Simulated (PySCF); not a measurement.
**LiBi⁺ at MN15**

Computed with MN15; Li aug-cc-pVDZ, Bi aug-cc-pVDZ-PP with ECP60; scalar-relativistic core potentials (PySCF 2.14).

| Quantity | Value |
| --- | --- |
| state | ⁴Σ⁻ (quartet), unpaired electrons σ ↑, π ↑↑ |
| bond length | 3.030 Å |
| harmonic wavenumber | 205 cm⁻¹ |
| force constant | 0.168 mdyn/Å |
| rotational constant Be | 0.2706 cm⁻¹ |
| anharmonicity ωexe | 2.81 cm⁻¹ |
| vibration–rotation constant αe | 0.00490 cm⁻¹ |
| bond order (Mayer) | 0.54 |
| dipole moment (positive dipole points towards Bi; it is taken about the centre of mass and depends on that origin) | -10.57 D |

These are scalar-relativistic numbers at best; spin–orbit coupling would shift them, the dissociation energy most. The state was picked by a PBE0 search and need not be the measured ground state.
